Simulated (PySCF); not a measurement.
Simulated outer-valence photoelectron spectrum of `O=CO[SiH2]F`. The calculation used EOM-IP-CCSD/aug-cc-pVDZ in PySCF, restricted Hartree–Fock reference, 9 core orbitals frozen, non-relativistic, gas phase, PBE0-D3(BJ)/def2-SVP geometry.

Each root has a Gaussian of 0.8 eV full width with its one-hole share as area; cross sections and vibrations are left out, and the highest printed point is 100.

(ionisation energy (eV), intensity): (10.2, 0), (10.4, 1), (10.6, 3), (10.8, 10), (11.0, 24), (11.2, 39), (11.4, 48), (11.6, 46), (11.8, 44), (12.0, 47), (12.2, 48), (12.4, 40), (12.6, 32), (12.8, 37), (13.0, 60), (13.2, 84), (13.4, 87), (13.6, 64), (13.8, 33), (14.0, 12), (14.2, 3), (14.4, 1), (14.6, 2), (14.8, 7), (15.0, 20), (15.2, 41), (15.4, 65), (15.6, 86), (15.8, 98), (16.0, 100), (16.2, 94), (16.4, 82), (16.6, 68), (16.8, 49), (17.0, 28), (17.2, 12), (17.4, 4), (17.6, 1), (17.8, 0)

**Question.** Where are the maxima, and how many lines lie under the curve?

**Answer.** 4 maxima, at 11.5, 12.1, 13.3 and 15.9 eV, from 8 lines. At this width some lines have no maximum of their own.

**Question.** List the lines with their holes.

**Answer.** 
```json
{"E (eV)": "11.38", "leading hole (HF orbital)": "HOMO", "area": "0.94", "Koopmans (eV)": "13.15"}
{"E (eV)": "12.19", "leading hole (HF orbital)": "HOMO-1", "area": "0.95", "Koopmans (eV)": "13.31"}
{"E (eV)": "13.27", "leading hole (HF orbital)": "HOMO-2", "area": "0.95", "Koopmans (eV)": "14.14"}
{"E (eV)": "13.37", "leading hole (HF orbital)": "HOMO-3", "area": "0.95", "Koopmans (eV)": "15.03"}
{"E (eV)": "15.46", "leading hole (HF orbital)": "HOMO-4", "area": "0.94", "Koopmans (eV)": "17.24"}
{"E (eV)": "15.86", "leading hole (HF orbital)": "HOMO-5", "area": "0.93", "Koopmans (eV)": "17.75"}
{"E (eV)": "16.17", "leading hole (HF orbital)": "HOMO-6", "area": "0.94", "Koopmans (eV)": "18.08"}
{"E (eV)": "16.65", "leading hole (HF orbital)": "HOMO-7", "area": "0.93", "Koopmans (eV)": "18.62"}
```

The widest gap, 2.09 eV, lies between 13.37 and 15.46 eV. Only orbitals with −ε under 21 eV, eight at most, were ionised, so the high end of the curve may lack lines.

The run took 4.3 min of wall time on one thread, Arm Neoverse V1 (aarch64), shared host with 32 logical CPUs at a one-minute load of 17, and the process peaked at 2.5 GiB of memory.

The values belong to the conformer `[O:1]=[CH:2][O:3][SiH2:4][F:5]`: O1–C2–O3–Si4 1°, C2–O3–Si4–F5 179°.
